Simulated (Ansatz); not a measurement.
A single point on H6In2S2 (`[SH+]1[InH2-][SH+][InH2-]1`).

```yaml
crystal:
  periodic: [false, false, false]
  atoms:
    - {symbol: S, position_ang: [0.324946, 0.998988, -1.547110]}
    - {symbol: In, position_ang: [1.478364, -1.017340, -0.376431]}
    - {symbol: S, position_ang: [-0.165545, -0.898014, 1.635941]}
    - {symbol: In, position_ang: [-1.010963, 1.358291, 0.655783]}
    - {symbol: H, position_ang: [-0.626232, 0.261215, -2.142758]}
    - {symbol: H, position_ang: [2.945357, -0.384339, 0.227009]}
    - {symbol: H, position_ang: [1.049139, -2.409565, -1.272441]}
    - {symbol: H, position_ang: [-1.118762, -1.644109, 1.054074]}
    - {symbol: H, position_ang: [-2.660669, 1.130863, 0.265777]}
    - {symbol: H, position_ang: [-0.132336, 2.552808, 1.503158]}
basis:
  gaussian: {orbitals: def2-QZVPP}
correlation: {method: mp2}
```

```sh
$ ansatz run in.yaml --threads 4 --pin off --events-out ev --progress --plain --max-ram 11315MiB
```

Shortened log:

```
Functional definition: HF
2916 factors; integrals over basis functions are off by at most 7.4e-4 eV
mean field evaluation 1: about -32028.3398 eV, gradient 2.1e1 eV
mean field evaluation 2: about -32028.5114 eV, gradient 2.1e1 eV
mean field evaluation 4: about -32030.2908 eV, gradient 3.1e0 eV
mean field evaluation 8: about -32030.3340 eV, gradient 2.8e-1 eV
mean field -32030.33446365 eV, -1177.0930805988 hartree, gradient 2.2e-6 eV, S^2 0.000000; 0 other end points of the search recorded, 0 dependent functions left out
18 core orbitals not correlated: weight in the atoms' cores, before any rotation towards them, 1.000 or more for the frozen orbitals, at most 0.000 for the correlated occupied ones
reference -32030.33446365 eV, -1177.0930805988 hartree; 22, 22 occupied and 444, 444 virtual orbitals, 2916 factors
second order -37.52186973 eV of doubles, -0.00000000 eV of singles
Total energy: -32067.85633338 eV, -1178.4719838780 hartree
```

Hardware: 4 threads of an Arm Neoverse V2 on a shared host. Wall time 25 s, peak host memory 3.2 GiB.
